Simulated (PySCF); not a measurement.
## Ionisation energy of Mn²⁺ by level of theory

Mn²⁺ [Ar] 3d5 (6S) → Mn³⁺ [Ar] 3d4 (5D), as a difference of total energies. Calculation: PySCF 2.14, in cc-pVDZ-DK; scalar relativity by spin-free X2C-1e. Correlated levels: valence: [Ar] frozen. The calculations carry no spin-orbit coupling.

| method | ionisation energy (eV) |
| --- | --- |
| UHF | 32.519 |
| MN15 | 33.987 |
| M06-2X | 33.569 |
| MP2 (valence) | 33.297 |
| SCS-MP2 (valence) | 32.778 |

Task: How much does correlation contribute at MP2 (valence)?

Result: 33.297 − (32.519) = 0.778 eV, measured against UHF.

The reference lies between the lowest fine-structure levels, while these numbers refer to the centres of the terms.

Errors of the correlated levels include the incompleteness of this basis and the frozen core.

For comparison: 33.668 ± 0.012 eV (measured; NIST Atomic Spectra Database, ionization energies).
